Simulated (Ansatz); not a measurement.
Consider the redistribution: `O[SiH2]OP` + `O[SiH](O)C[SiH2]F` → `O[SiH2]C[SiH](O)O` + `F[SiH2]OP`.

Computed with Ansatz on PBE0-D4/def2-TZVP structures; ΔE is electronic, products minus reactants. CCSD(T)/CBS is the MP2 limit (def2-TZVPP, def2-QZVPP) plus CCSD(T) − MP2 in def2-TZVPP, frozen cores. Functionals use def2-TZVPP. B3LYP here is the variant with VWN-RPA as its local correlation; programs differ in this. Each species was taken in one conformer, which may not be the lowest.

(1) Is it downhill or uphill in electronic energy at CCSD(T)/CBS, and by how much? (Estimate.)

(2) What do these levels give: PBE-D4, B3LYP-D4, ωB97X-V, ωB97M-V, PBE, r2SCAN, HF/def2-TZVPP, CCSD/def2-TZVPP, CCSD(T)/def2-TZVPP, HF/def2-QZVPP, SCS-MP2/def2-QZVPP, HF/CBS(def2)? (Best estimate.)

Largest T1 diagnostic among the species: 0.013.

Answers

(1) Computed: Nearly level: ΔE = +0.5 kcal/mol.

(2) The calculation gave: PBE-D4 0.4, B3LYP-D4 0.5, ωB97X-V 0.7, ωB97M-V 0.5, PBE 0.4, r2SCAN 0.7, HF/def2-TZVPP 1.2, CCSD/def2-TZVPP 0.5, CCSD(T)/def2-TZVPP 0.4, HF/def2-QZVPP 1.1, SCS-MP2/def2-QZVPP 0.6, HF/CBS(def2) 1.1 kcal/mol.

In def2-TZVPP, CCSD(T) changes the Hartree–Fock value by −0.8 kcal/mol (the triples alone add −0.1 kcal/mol) and MP2 by −0.8 kcal/mol.
